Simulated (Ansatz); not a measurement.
Program: Ansatz 0.2.0.

A structure relaxed at PBE0-D4/def2-TZVP, charge 0, multiplicity 1:

```xyz
10

N     0.0502   -0.2569    2.1097
C    -0.2262    0.0471    0.8243
N     0.5152   -0.2924   -0.1464
Si    0.1926    0.0790   -1.7893
H    -0.5591    0.0221    2.8546
H     0.8818   -0.7819    2.3190
H    -1.1622    0.6193    0.7209
H    -1.0792    0.8549   -1.9532
H     0.0801   -1.1745   -2.5816
H     1.3068    0.8834   -2.3579
```

Q: Give its formula and SMILES.

A: CH6N2Si, `N/C=N/[SiH3]`.

Q: Point group (tolerance 0.08 Å, 0.16 Å for H)?

A: Cs.

Q: Summarise the bond lengths by kind.

A: 2 × C–N 1.268 to 1.349 Å; 2 × H–N 1.002 to 1.006 Å; 1 × C–H 1.102 Å; 1 × N–Si 1.715 Å; 3 × H–Si 1.487 to 1.499 Å.
